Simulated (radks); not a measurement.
Ni20+, 8 electrons, occupied as [He] 2s2 2p4 (the NIST ground configuration).

All-electron calculation, scalar-relativistic Kohn-Sham, PBEsol, spin-polarised, spherical densities, finite nucleus; open shells are filled with parallel spins first; Fermi nuclear charge, rms radius 3.7757 fm. Program: a radial shooting solver on a logarithmic mesh with Libxc functionals.

Energy parts (hartree):
part                       energy
total                 -1231.56914
kinetic                1252.08989
electron-nucleus      -2629.14353
Hartree                 181.41884
exchange-correlation    -35.93434

Orbitals (lengths in bohr, moments of r in powers of bohr; r(max) is where P^2 peaks):
orbital  occ.  eigenvalue (hartree)      <r>   r(max)
1s up       1             -337.5169  0.05403  0.03540
1s down     1             -337.1307  0.05397  0.03538
2s up       1             -67.39115   0.2342   0.1993
2s down     1             -66.76158   0.2351   0.1998
2p up       3             -63.25017   0.2031   0.1589
2p down     1             -62.48909   0.2041   0.1595
3s up       0             -26.82492   0.5673   0.5385
3s down     0             -26.66959   0.5697   0.5408
3p up       0             -25.52735   0.5477   0.5162
3p down     0             -25.35027   0.5508   0.5192

The highest occupied level is 2p down at -1700.4 eV. The spin density at the nucleus is -4.41 e/bohr^3 (1s -15.34, 2s 10.93). Summed over all electrons, <r^2> = 0.3378 bohr^2, which gives a Langevin (diamagnetic) susceptibility term of -0.268 x 10^-6 cm^3/mol. For comparison, the ionisation energy in NIST's Atomic Spectra Database is 1758 eV (semi-empirical). In exact Kohn-Sham theory the highest level is minus the ionisation energy, but local and semilocal functionals leave it too shallow, through self-interaction and a potential that decays too fast; potentials with the right tail come closer. The density falls to 0.001 e/bohr^3 at r = 0.78 bohr. Spin moment in Bohr magnetons: 2. The electron density at the nucleus is 1.97e+04 e/bohr^3 (large components only).
